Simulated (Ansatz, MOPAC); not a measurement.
Molecule: BaF, net charge 1, singlet state. SMILES: [Ba+][F]

Atoms: Ba1, F2. Bonds: Ba1-F2.

Bond lengths (Å) and angles (degrees) optimised at PM3 with MOPAC; B3LYP/LANL2DZ with Ansatz (a quantum-chemistry and plane-wave program); B3LYP/6-31G* with LANL2DZ past Ar with Ansatz, each started from the B3LYP-D3(BJ)/def2-TZVP structure (Ansatz) of the last column. A row stands for all coordinates that are equal there. 6-31G* holds six Cartesian d functions.

```csv
coordinate,PM3,B3LYP/LANL2DZ,B3LYP/6-31G* with LANL2DZ past Ar,B3LYP-D3(BJ)/def2-TZVP
Ba1-F2,2.211,2.310,2.226,2.094
```

Mean signed difference of all 1 bond lengths from B3LYP-D3(BJ)/def2-TZVP: PM3 0.117 Å, B3LYP/LANL2DZ 0.216 Å, B3LYP/6-31G* with LANL2DZ past Ar 0.131 Å.
